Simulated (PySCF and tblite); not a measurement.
The numbers below are computed, except where a source is named.
C8H8GeO2S2, numbered as in [CH3:1][O:2][C:3](=[O:4])[c:5]1[c:6]([GeH3:7])[s:8][c:9]2[cH:10][cH:11][s:12][c:13]12.

Geometries GFN2-xTB; weights from B3LYP-D3(BJ)/def2-SVP energies and GFN2-xTB thermal corrections, with symmetry numbers and mirror pairs. Conformers within 2.5 kcal/mol (GFN2-xTB free energy) were kept, 3 at most. (PySCF 2.14, tblite 0.8.)

Rotational constants are equilibrium values for the commonest isotopes; dipoles come from the energy level named.

Torsions listed: C1–O2–C3–O4, O2–C3–C5–C6.

```json
{"conformer": "1", "shape": "0°, 180°", "symmetry": "Cs", "weight %": "63.4"}
{"conformer": "2", "shape": "0°, 0°", "symmetry": "Cs", "weight %": "36.6"}
```

Sets of constants, in random order:

```
set  A (MHz)  B (MHz)  C (MHz)  abs μa (D)  abs μb (D)  abs μc (D)
  P      763      372      251        0.69        0.64        0.00
  Q      673      393      249        2.30        0.86        0.00
```

**Question.** Match each set to its conformer.

**Answer.** P is conformer 2, Q is conformer 1.

The minima are those of GFN2-xTB; planar forms about aryl–S or allylic bonds may be saddles in DFT.


Conformer gaps in def2-SVP on xTB geometries can be 2 kcal/mol too large for S=O, P=O and other polar bonds.